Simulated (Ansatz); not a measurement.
Total energies of C₂H₅GeN, SMILES `N=[C]1[CH2][GeH2]1`.

```xyz
9

N     1.823    0.892   -0.155
C     0.709    0.323   -0.108
C    -0.477    0.153    0.782
Ge   -0.601   -0.816   -0.950
H     1.990    1.428    0.705
H    -0.323   -0.424    1.692
H    -1.103    1.031    0.931
H    -0.453   -2.334   -0.907
H    -1.566   -0.254   -1.990
```

Total charge 0; spin multiplicity 1. Correlated methods include outer-core shells of Ge, which these sets cover unevenly. Scalar relativity is left out up to krypton. All single points use the PBE0-D4/def2-TZVP geometry. It is one conformer, not always the lowest. Basis def2-TZVPP, Ansatz 0.2.0.

RPA on PBE orbitals: Hartree–Fock energy of these orbitals -2208.35396 Eh, correlation -1.25538 Eh (frozen core).

```csv
functional,energy without D4 (Eh),D4 term (kJ/mol)
LDA (SPW92),-2206.59742,–
BLYP,-2210.94136,-36.9
r2SCAN,-2210.84990,-3.9
B97M-V,-2210.54445,–
PBE0,-2210.51486,-13.9
r2SCANh,-2210.83361,-4.2
r2SCAN0,-2210.81060,-4.6
HSE06 (plane-wave form),-2210.50800,-12.9
BHLYP,-2210.82651,-20.6
CAM-B3LYP,-2210.98381,-14.1
LC-ωPBE,-2210.56957,–
ωB97X-V,-2210.70318,–
B2PLYP,-2210.45173,–
PBE-QIDH,-2210.16233,–
```

Give the same for PBE, revPBE, B3LYP, ωB97M-V. (Best estimate.)

Computed: 
| functional | energy without D4 (Eh) | D4 term (kJ/mol) |
| --- | --- | --- |
| PBE | -2210.45479 | -16.6 |
| revPBE | -2210.74436 | -51.3 |
| B3LYP | -2210.98692 | -26.9 |
| ωB97M-V | -2210.75943 | – |

B3LYP takes the VWN-RPA correlation (the form of Gaussian; ORCA's B3LYP/G). HSE06 is the plane-wave form, built on full-range PBE exchange. The double hybrids freeze the cores in their second-order part.

LC-ωPBE has ω = 0.4 bohr⁻¹.
